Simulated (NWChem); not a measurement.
System: C2H5FSe; SMILES CC[Se]F

Input file for NWChem:

```
start job
memory heap 200 mb stack 900 mb global 1100 mb
geometry units angstroms noautoz
  Se    -0.369381     0.650724    -0.000312
  F      1.398963     0.820432    -0.002542
  C     -0.367217    -1.193500     0.583775
  C      0.356500    -2.130167    -0.362210
  H     -1.441221    -1.433521     0.676903
  H      0.059403    -1.217011     1.598029
  H      1.398903    -1.806423    -0.494343
  H     -0.122142    -2.149376    -1.352317
  H      0.365808    -3.155217     0.041684
end
basis spherical
  * library def2-svp
end
dft
  xc m06
  iterations 150
  mulliken
end
task dft energy
```

Excerpt of the output:

```
             Northwest Computational Chemistry Package (NWChem) 7.3.0
             --------------------------------------------------------

 C1  symmetry detected

                             Geometry "geometry" -> ""
                             -------------------------

 Output coordinates in angstroms (scale by  1.889725989 to convert to a.u.)

  No.       Tag          Charge          X              Y              Z
 ---- ---------------- ---------- -------------- -------------- --------------
    1 Se                  34.0000    -0.34858020     0.66334252    -0.07938674
    2 F                    9.0000     1.41113647     0.78580587     0.13096120
    3 C                    6.0000    -0.46807265    -1.17401643     0.51404236
    4 C                    6.0000     0.33822934    -2.13957914    -0.33068525
    5 H                    1.0000    -1.55170942    -1.38431851     0.47837910
    6 H                    1.0000    -0.16776380    -1.19818905     1.57257855
    7 H                    1.0000     1.39753725    -1.84515753    -0.33816784
    8 H                    1.0000    -0.01779999    -2.15646699    -1.37123171
    9 H                    1.0000     0.27029441    -3.16019318     0.07879775

 Effective nuclear repulsion energy (a.u.)     278.4200492511

                                 NWChem DFT Module
                                 -----------------

 Summary of "ao basis" -> "ao basis" (spherical)
 ------------------------------------------------------------------------------
       Tag                 Description            Shells   Functions and Types
 ---------------- ------------------------------  ------  ---------------------
 Se                         def2-svp                12       32   5s4p3d
 F                          def2-svp                 6       14   3s2p1d
 C                          def2-svp                 6       14   3s2p1d
 H                          def2-svp                 3        5   2s1p

            General Information
            -------------------
          SCF calculation type: DFT
          Wavefunction type:  closed shell.
          No. of atoms     :     9
          No. of electrons :    60
           Alpha electrons :    30
            Beta electrons :    30
          Charge           :     0
          Spin multiplicity:     1
          Use of symmetry is: off; symmetry adaption is: off
          Maximum number of iterations: 150
          AO basis - number of functions:    99
                     number of shells:    45
          Convergence on energy requested:  1.00D-06
          Convergence on density requested:  1.00D-05
          Convergence on gradient requested:  5.00D-04

              XC Information
              --------------
                          M06 Method XC Functional
                     Hartree-Fock (Exact) Exchange  0.270
                           M06 Exchange Functional  1.000
                         M06 Correlation Potential  1.000

             Grid Information
             ----------------
          Grid used for XC integration:  medium
          Radial quadrature: Mura-Knowles
          Angular quadrature: Lebedev.
          Tag              B.-S. Rad. Rad. Pts. Rad. Cut. Ang. Pts.
          ---              ---------- --------- --------- ---------
          Se                  1.15      112          11.0       590
          F                   0.50       49          11.0       434
          C                   0.70       49           9.0       434
          H                   0.35       45          11.0       434
          Grid pruning is: on
          Number of quadrature shells:   484
          Spatial weights used:  Erf1

      Superposition of Atomic Density Guess
      -------------------------------------

 Sum of atomic energies:       -2576.55031270

      Non-variational initial energy
      ------------------------------

 Total energy =   -2578.117094
 1-e energy   =   -4140.340461
 2-e energy   =    1283.803318
 HOMO         =      -0.234093
 LUMO         =      -0.055343

     ---------------------------------------------
      Total Density - Mulliken Population Analysis
     ---------------------------------------------

    Atom       Charge   Shell Charges
 -----------   ------   -------------------------------------------------------
    1 Se  34    33.48   2.00  2.00  2.00  1.35  0.54  6.00  5.98  1.62  1.91  8.21  1.75  0.13
    2 F    9     9.58   1.99  1.14  0.81  3.46  2.18  0.00
    3 C    6     6.23   1.99  0.95  0.27  1.90  1.08  0.03
    4 C    6     6.26   1.99  0.96  0.19  2.05  1.04  0.03
    5 H    1     0.87   0.66  0.19  0.02
    6 H    1     0.89   0.68  0.19  0.02
    7 H    1     0.90   0.67  0.20  0.03
    8 H    1     0.90   0.67  0.21  0.02
    9 H    1     0.90   0.67  0.20  0.02

   convergence    iter        energy       DeltaE   RMS-Dens  Diis-err
 ---------------- ----- ----------------- --------- --------- ---------
 d= 0,ls=0.0,diis     1  -2579.9273439238 -2.86D+03  1.14D-02  5.37D-01
 d= 0,ls=0.0,diis     2  -2579.9059197163  2.14D-02  6.44D-03  8.33D-01
 d= 0,ls=0.0,diis     3  -2579.9798440057 -7.39D-02  1.33D-03  6.38D-02
 d= 0,ls=0.0,diis     4  -2579.9848592258 -5.02D-03  4.94D-04  1.50D-03
 d= 0,ls=0.0,diis     5  -2579.9850091237 -1.50D-04  1.12D-04  2.57D-04
  Resetting Diis
 d= 0,ls=0.0,diis     6  -2579.9850375858 -2.85D-05  4.39D-05  1.03D-05
 d= 0,ls=0.0,diis     7  -2579.9850387108 -1.12D-06  3.59D-05  3.46D-06
 d= 0,ls=0.0,diis     8  -2579.9850383741  3.37D-07  1.94D-05  6.12D-06
 d= 0,ls=0.0,diis     9  -2579.9850391290 -7.55D-07  1.53D-06  4.05D-08

         Total DFT energy =    -2579.985039129011
      One electron energy =    -4142.268489591921
           Coulomb energy =     1394.044775048171
    Exchange-Corr. energy =     -110.181373836371
 Nuclear repulsion energy =      278.420049251110

 Numeric. integr. density =       60.000001884432

                       DFT Final Molecular Orbital Analysis
                       ------------------------------------

 Vector   28  Occ=2.000000D+00  E=-3.736594D-01
              MO Center=  1.1D-01, -1.6D+00, -7.3D-02, r^2= 2.5D+00
   Bfn.  Coefficient  Atom+Function         Bfn.  Coefficient  Atom+Function
  ----- ------------  ---------------      ----- ------------  ---------------
    64      0.285031  4 C  px                85      0.278024  7 H  s
    90     -0.262290  8 H  s                 75      0.237997  5 H  s
    50     -0.216437  3 C  px                80     -0.210712  6 H  s
    66      0.186846  4 C  pz                52     -0.150153  3 C  pz
    67      0.130037  4 C  px                76      0.123636  5 H  s

 Vector   29  Occ=2.000000D+00  E=-3.290080D-01
              MO Center= -8.2D-02, -2.5D-01,  7.4D-02, r^2= 3.5D+00
   Bfn.  Coefficient  Atom+Function         Bfn.  Coefficient  Atom+Function
  ----- ------------  ---------------      ----- ------------  ---------------
    13      0.339512  1 Se py                51     -0.306433  3 C  py
    37      0.249390  2 F  py                16      0.241198  1 Se py
    10     -0.206171  1 Se py                40     -0.191162  2 F  py
     5      0.187269  1 Se s                 95     -0.184833  9 H  s
    54     -0.170554  3 C  py                65      0.161495  4 C  py

 Vector   30  Occ=2.000000D+00  E=-2.394685D-01
              MO Center= -2.3D-01,  5.5D-01, -4.0D-02, r^2= 2.2D+00
   Bfn.  Coefficient  Atom+Function         Bfn.  Coefficient  Atom+Function
  ----- ------------  ---------------      ----- ------------  ---------------
    17      0.553437  1 Se pz                14      0.483903  1 Se pz
    11     -0.297998  1 Se pz                38      0.220057  2 F  pz
    16      0.192819  1 Se py                41     -0.180564  2 F  pz
    63      0.170892  4 C  s                 13      0.161151  1 Se py
    80     -0.109151  6 H  s                 10     -0.099653  1 Se py

 Vector   31  Occ=0.000000D+00  E=-4.612795D-02
              MO Center= -2.4D-01,  6.3D-01, -6.4D-02, r^2= 2.4D+00
   Bfn.  Coefficient  Atom+Function         Bfn.  Coefficient  Atom+Function
  ----- ------------  ---------------      ----- ------------  ---------------
    15      0.755443  1 Se px                12      0.411545  1 Se px
    49      0.351734  3 C  s                 35     -0.324734  2 F  s
    36     -0.319447  2 F  px                39      0.313354  2 F  px
    16      0.283262  1 Se py                 9     -0.262005  1 Se px
     4      0.242175  1 Se s                 63     -0.165576  4 C  s

 Vector   32  Occ=0.000000D+00  E= 4.079189D-02
              MO Center= -3.6D-01, -2.8D-01,  1.9D-01, r^2= 4.2D+00
   Bfn.  Coefficient  Atom+Function         Bfn.  Coefficient  Atom+Function
  ----- ------------  ---------------      ----- ------------  ---------------
    49      1.831349  3 C  s                 16      0.949377  1 Se py
     5     -0.715417  1 Se s                 54      0.608989  3 C  py
    81     -0.588218  6 H  s                 76     -0.574329  5 H  s
    91     -0.381929  8 H  s                 63      0.375721  4 C  s
    17     -0.366947  1 Se pz                51      0.303412  3 C  py

 Vector   33  Occ=0.000000D+00  E= 6.980511D-02
              MO Center= -5.2D-01, -1.7D+00,  2.7D-01, r^2= 5.6D+00
   Bfn.  Coefficient  Atom+Function         Bfn.  Coefficient  Atom+Function
  ----- ------------  ---------------      ----- ------------  ---------------
    63      1.558072  4 C  s                 76     -1.136740  5 H  s
    96     -1.063975  9 H  s                 49      0.891152  3 C  s
    81     -0.715483  6 H  s                 91     -0.614315  8 H  s
    53     -0.547891  3 C  px                55      0.494036  3 C  pz
    16     -0.436642  1 Se py                 4      0.409398  1 Se s

     ---------------------------------------------
      Total Density - Mulliken Population Analysis
     ---------------------------------------------

    Atom       Charge   Shell Charges
 -----------   ------   -------------------------------------------------------
    1 Se  34    33.61   2.00  2.00  1.99  1.49  0.43  6.00  5.98  1.84  1.75  8.17  1.78  0.20
    2 F    9     9.43   1.99  1.13  0.84  3.31  2.14  0.00
    3 C    6     6.26   1.98  0.92  0.28  2.09  0.96  0.03
    4 C    6     6.06   1.98  0.90  0.18  2.13  0.84  0.02
    5 H    1     0.92   0.74  0.16  0.02
    6 H    1     0.90   0.74  0.14  0.02
    7 H    1     0.93   0.74  0.17  0.02
    8 H    1     0.95   0.75  0.18  0.02
    9 H    1     0.94   0.75  0.18  0.02

     -------------------------------------------
      Total Density - Lowdin Population Analysis
     -------------------------------------------

    Atom       Charge   Shell Charges
 -----------   ------   -------------------------------------------------------
    1 Se  34    33.61   2.00  2.00  1.96  1.12  0.65  5.99  5.79  1.95  1.91  7.84  2.04  0.36
    2 F    9     9.32   1.98  1.05  0.82  3.21  2.26  0.01
    3 C    6     6.16   1.96  0.61  0.33  1.89  1.30  0.08
    4 C    6     6.08   1.96  0.58  0.31  1.91  1.25  0.07
    5 H    1     0.96   0.64  0.26  0.07
    6 H    1     0.97   0.65  0.25  0.07
    7 H    1     0.96   0.64  0.26  0.07
    8 H    1     0.97   0.64  0.26  0.06
    9 H    1     0.97   0.64  0.26  0.06

     Multipole analysis of the density
     ---------------------------------

     L   x y z        total         alpha         beta         nuclear
     -   - - -        -----         -----         ----         -------
     0   0 0 0     -0.000000    -30.000000    -30.000000     60.000000

     1   1 0 0     -0.783241     -0.391621     -0.391621     -0.000000
     1   0 1 0     -0.647121     -0.323560     -0.323560     -0.000000
     1   0 0 1      0.060293      0.030147      0.030147     -0.000000

     2   2 0 0    -27.506335    -64.670138    -64.670138    101.833941
     2   1 1 0     -0.580544     -0.340085     -0.340085      0.099625
     2   1 0 1     -0.031069      1.669393      1.669393     -3.369854
     2   0 2 0    -25.844678   -151.566523   -151.566523    277.288369
     2   0 1 1     -0.845898     -1.396825     -1.396825      1.947751
     2   0 0 2    -27.582641    -26.848704    -26.848704     26.114768
```

Level: M06/def2-SVP. Geometry: optimised at PBE0/def2-SVP.
